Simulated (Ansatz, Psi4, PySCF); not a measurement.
F₂Sr, singlet, geometry from GFN2-xTB (such geometries of metal compounds can be far from the true shape) (core potentials on Sr). Base run: WB97X/def2-SVP in PySCF.

PySCF was given this input:
```python
from pyscf import gto, scf, dft

mol = gto.M(
    atom='''
Sr   -0.41021296   -0.09466902   -0.03657170
F     0.68751268    1.35864233   -0.92031756
F     1.04449760   -0.95892868    1.07473142
''',
    basis='def2-svp',
    ecp={'Sr': 'def2-svp'},
    verbose=3,
)

mf = dft.RKS(mol)
mf.xc = 'wb97x'
mf.kernel()
```

The same geometry, method and basis name were run in Ansatz (a first-principles code) and Psi4 and PySCF, at each program's defaults and at the settings that a row names. The base is PySCF at its defaults. Differences at the defaults can come from grids, fitting, cores and function types together. The rows with settings made alike still differ; the cause (another SCF solution, basis table, core potential or functional code) wasn't traced.

| code and settings | ΔE vs base (µEh) | basis functions | E (Eh) | SCF cycles | dipole (D) |
|---|---|---|---|---|---|
| PySCF, defaults (exact integrals, its default grid, spherical functions) | 0.0 | 51 | -230.32067 | 10 | 8.35 |
| Psi4, defaults (density fitting with its default set, its default grid, spherical functions) | 714 | 51 | -230.31996 | 8 | 8.35 |
| Ansatz, defaults (factorised integrals, its default grid, spherical functions) | 228 | 51 | -230.32044 | - | - |
| PySCF, density fitting with def2-universal-jkfit | -27.4 | 51 | -230.32070 | 10 | 8.35 |
| PySCF, fine grid | 476 | 51 | -230.32019 | 10 | 8.35 |
| Psi4, exact integrals, spherical functions, fine grid | -302 | 51 | -230.32097 | 11 | 8.35 |
| Ansatz, high accuracy | 227 | 51 | -230.32044 | - | - |
